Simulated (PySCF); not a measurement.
## Polarisability and C₆ of Pt⁻ (platinum, charge -1)

[Xe] 4f14 5d9 6s2, 2D determinant. Calculation: PySCF 2.14, in aug-cc-pVTZ-PP with ECP60MDF (6s6p5d3f2g, 88 functions); a scalar-relativistic core potential. Coupled (time-dependent) response in atomic units; α is the mean over directions.

```
 method  mean α (bohr³)         α xx, yy, zz  C₆ (like pair)  S(−4)
LC-wPBE           134.0  133.3, 133.3, 135.5            1870  10990
```

S(−4) is the Cauchy moment in α(ω) = α(0) + S(−4) ω² + …

Spin-orbit coupling is absent.

α(iu) at LC-wPBE:

| u (hartree) | α(iu) (bohr³) |
| --- | --- |
| 0 | 134.0 |
| 0.0500 | 112.6 |
| 0.100 | 80.79 |
| 0.200 | 44.49 |
| 0.300 | 29.07 |
| 0.500 | 16.69 |
| 0.750 | 10.58 |
| 1.00 | 7.488 |
| 1.50 | 4.421 |
| 2.00 | 2.948 |
| 3.00 | 1.587 |
| 5.00 | 0.6716 |

A single London oscillator, α(iu) = α/(1 + u²/ω²), gives C₆ = (3/4) ω α². Matching the computed C₆ needs ω = 4 × 1870 / (3 × 134.0²) = 0.139 hartree.

For an ion, C₆ is the dispersion term alone; charge-induced terms of lower order in 1/R come first.

The components differ because the open shell of this determinant is not spherical; for a pure term their mean is the scalar polarisability.

Energies and moments cover only the electrons outside the core potential. Spin-orbit coupling, absent here, splits the open shell strongly.
